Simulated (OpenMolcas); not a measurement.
Computed levels of 4d4 in ions with 40 electrons, in cm-1 above 5D0.

```yaml
Program: OpenMolcas 26.06
Method: SS-RASPT2, IPEA 0.25 Eh, imaginary shift 0.1 Eh
Basis: ANO-R2
Scalar_Hamiltonian: X2C, finite nucleus
Spin-orbit_coupling: state interaction with AMFI integrals over the reference wave functions, term energies averaged over their components
```

Active space for each ion: 10 electrons in 8 orbitals (RAS1 4p, at most 2 holes; RAS2 4d); closed shells correlated by CASPT2: 4s.

```csv
Level,Mo2+,Tc3+,Rh5+,Pd6+,Ag7+
5D1,250,357,691,983,1268
5D2,692,975,1799,2460,3100
5D3,1270,1766,3140,4180,5160
5D4,1943,2680,4610,6010,7310
3P0(1),12330,15090,19010,20450,22190
3H4,13590,16050,20260,22070,24110
3P1(1),13640,16950,22300,24720,27370
3H5,14170,16900,21910,24350,26970
3H6,14690,17620,23150,25920,28850
```

Estimate 5D4, 3P0(1), 3H4 for Ru4+ from its neighbours Tc3+ and Rh5+.

5D4 is fine structure, which grows about as the fourth power of a screened charge, so the fourth roots are averaged: ((2680^0.25 + 4610^0.25) / 2)^4 = 3547. The calculation gives 3570, so the estimate is off by -0.6 %.
3P0(1) is another term, which grows about linearly with the charge: (15090 + 19010) / 2 = 17050. The calculation gives 17200, so the estimate is off by -0.9 %.
3H4 is another term, which grows about linearly with the charge: (16050 + 20260) / 2 = 18155. The calculation gives 18250, so the estimate is off by -0.5 %.

Mixed levels, with the weight of the term that names them: Pd6+ 3H4 (72 %), Ag7+ 3H4 (70 %).

Term energies are means over components that CASPT2 splits; among the terms shown or strongly mixed into the levels shown the widest spread is 200 cm-1 (4d4 3H, Tc3+). Active for correlation alone: 4p; no level in the range computed is led by a configuration that opens it, so any true level of that kind is missing. Levels of configurations outside the active space are missing.

A number in round brackets counts repeated terms of one configuration in the order of the reference energies.
